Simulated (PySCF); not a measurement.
Isomers C₄H₉ClO₃Si:

A. SMILES Cl[C@@H]1[C@H](OC)O[SiH2]OC1
B. `Cl[C@H]1[C@@H](OC)[C@H]1O[SiH2]O`
C. SMILES [C@@H]1(Cl)[C@@H](OC)[C@H]1O[SiH2]O
D. SMILES O(CC=C)[Si](O)(O)CCl

Spectrum 1. ¹³C{¹H} NMR (computed): δ 60.4 (CH3), 59.4 (CH), 54.0 (CH), 41.1 (CH).

Spectrum 2. ¹³C{¹H} NMR (computed): δ 146.7 (CH), 122.2 (CH2), 68.6 (CH2), 30.6 (CH2).

Spectrum 3. ¹³C{¹H} NMR (computed): δ 70.8 (CH), 63.9 (CH), 61.0 (CH3), 41.0 (CH).

Spectrum 4. ¹³C{¹H} NMR (computed): δ 102.2 (CH), 66.2 (CH2), 60.7 (CH), 57.5 (CH3).

Theoretical values (PySCF): shielding tensors at PBE0/pcSseg-1 (GIAO), geometry: GFN2-xTB. Averaged over atoms made equivalent by symmetry, fast rotation or ring inversion, no solvent model, one conformer, non-relativistic Hamiltonian.

Shifts are taken against calculated references (same method and geometry level): ¹³C vs TMS. Shifts are as computed. Against solution values, carbons near 30 ppm lie about +3 ppm off and those near 130 ppm about +5 ppm; carbons on Cl a further +6 ppm. Of 1211 compounds with measured shifts, 218 miss one by over three times the rms of a fit or turn the order of signals round; such compounds aren't used in these exercises. Carbons bonded to Cl come out too deshielded.

**Question.** Which spectrum belongs to which compound?

**Answer.** 1–B, 2–D, 3–C, 4–A.

- Spectrum 1 (B): 4 ¹³C signals; δC 60.4 is a methyl carbon bonded to O; δC 59.4 is a three-membered-ring carbon.
- Spectrum 2 (D): 4 ¹³C signals; δC 146.7 is an alkene CH; δC 122.2 is a terminal =CH2 carbon.
- Spectrum 3 (C): 4 ¹³C signals; δC 70.8 is a three-membered-ring carbon; δC 63.9 is a three-membered-ring carbon.
- Spectrum 4 (A): 4 ¹³C signals; δC 102.2 is an sp3 carbon bearing two oxygens; δC 66.2 is an sp3 CH2 bonded to O.
